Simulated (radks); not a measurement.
Question: The mean radii <r> (bohr) of the occupied orbitals of an atom or ion are listed with their occupations. Calculated with a radial shooting solver on a logarithmic mesh with Libxc functionals: Dirac Kohn-Sham, AM05, spin-unpolarised, spherical densities, finite nucleus; Fermi nuclear charge, rms radius of each element as measured or else 0.836 A^(1/3) + 0.57 fm.

| orbital | occ. | <r> |
|---|---|---|
| 1s1/2 | 2 | 0.06653 |
| 2s1/2 | 2 | 0.3072 |
| 2p1/2 | 2 | 0.2708 |
| 2p3/2 | 4 | 0.2735 |
| 3s1/2 | 2 | 0.8554 |
| 3p1/2 | 1 | 0.8665 |
| 3p3/2 | 2 | 0.8715 |

Name the element and its charge. Open shells, if any, are shared by 2j + 1.

Answer: Z = 23, vanadium, charge +8: V8+ in [Ne] 3s2 3p3. The 1s radius gives Z: for a bare nucleus <r> = (2 gamma + 1)/(2Z) with gamma = sqrt(1 - (Z/c)^2), 0.0646 bohr for Z = 23, and screening makes it slightly larger (0.06653 here). The occupations add up to 15, and the charge is Z minus that.
